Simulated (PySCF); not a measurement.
**Gallium: highly charged ions in a basis for the neutral atom**

Ga¹⁷⁺ [Ne] 3s2 3p2, Ga¹⁸⁺ [Ne] 3s2 3p1. Computed with PySCF 2.14 in aug-cc-pVDZ-PP with ECP10MDF, with scalar relativity through the core potential. No spin-orbit coupling, so a gap to NIST mixes the basis error with missing relativistic terms.

Changed run: basis of the neutral atom used for a highly charged ion. This setting is unsound on purpose.

```tsv
species	method	sound run (hartree)	changed run (hartree)	converged
Ga¹⁷⁺	UHF	not run	-102.73752	yes
Ga¹⁷⁺	r2SCAN	not run	-102.90544	yes
Ga¹⁷⁺	LDA	not run	-102.65680	yes
Ga¹⁸⁺	UHF	not run	-79.92662	yes
Ga¹⁸⁺	r2SCAN	not run	-80.05042	yes
Ga¹⁸⁺	LDA	not run	-79.87094	yes
```

Ionisation energy of Ga¹⁷⁺:

```tsv
method	changed run (eV)	NIST (eV)
UHF	620.72	640 ± 1.5
r2SCAN	621.92	640 ± 1.5
LDA	620.04	640 ± 1.5
```

The contracted functions were made for the neutral atom and can be too rigid for a highly charged ion.
